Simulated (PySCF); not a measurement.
A structure optimised at PBE-D3(BJ)/def2-SVP, used in a PySCF frequency run:

```xyz
13

Al     0.6304     0.0589     0.8152
Cl    -0.4465    -0.2067     2.6313
H      2.2010     0.3038     0.9603
C     -0.3559    -0.0135    -0.8806
C      0.4800     0.1903    -2.1569
C     -0.3457     0.1213    -3.4444
H     -1.1755     0.7412    -0.8260
H     -0.8910    -0.9917    -0.9167
H      1.0054     1.1704    -2.1114
H      1.2919    -0.5697    -2.2018
H     -0.8493    -0.8632    -3.5436
H      0.2820     0.2715    -4.3467
H     -1.1392     0.8978    -3.4521
```

Question: Write its SMILES and formula.

Answer: CC[CH2][AlH][Cl], C3H8AlCl

Question: What are its rotational constants (standard atomic weights)?

Answer: 12.545, 0.95428, 0.90182 GHz
